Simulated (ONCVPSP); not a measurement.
Configuration tests for O (Z = 8) (ONCV)

```
Element                 : O (Z = 8)
Generator               : ONCVPSP 4.0.1
Type                    : optimised norm-conserving Vanderbilt (ONCV)
Functional              : PBE
Relativity              : non-relativistic
Frozen core             : [He]
Valence charge          : 6
Reference configuration : 2s1.5 2p4.5
Partial waves           : 2s: rc 0.70 bohr, ncon 4, nbas 7, qcut 11.1 1/bohr, 2 projectors, debl 3.6 Ha; 2p: rc 1.05 bohr, ncon 3, nbas 6, qcut 7.2 1/bohr, 2 projectors, debl 0.4 Ha; d scattering state at 0.09 Ha: rc 1.00 bohr, ncon 3, nbas 7, qcut 9 1/bohr, 1 projector
Local potential         : polynomial inside 0.65 bohr (lpopt 4, dvloc0 0 Ha)
Core correction         : none
```

Energies are relative to the spin-unpolarised reference configuration 2s1.5 2p4.5; without spin polarisation the order of configurations can differ from experiment.

```json
{"valence configuration": "2s2 2p3", "charge": "+1", "ΔE all-electron (eV)": "8.996", "error AE − PS (meV)": "+25"}
{"valence configuration": "2s1 2p4", "charge": "+1", "ΔE all-electron (eV)": "24.165", "error AE − PS (meV)": "-8.4"}
```

**Question.** What are ΔE and the potential's error for 2s2 2p4?

**Answer.** ΔE = -7.443 eV all-electron; the error (AE − PS) is +0.4 meV.

**Question.** What are ΔE and the potential's error for 2s2 2p2?

**Answer.** ΔE = 42.589 eV all-electron; the error (AE − PS) is +155 meV.

Levels in the configuration 2s1 2p4:

```json
{"level": "2s", "all-electron (eV)": "-39.745", "pseudo (eV)": "-39.769"}
{"level": "2p", "all-electron (eV)": "-24.561", "pseudo (eV)": "-24.568"}
```
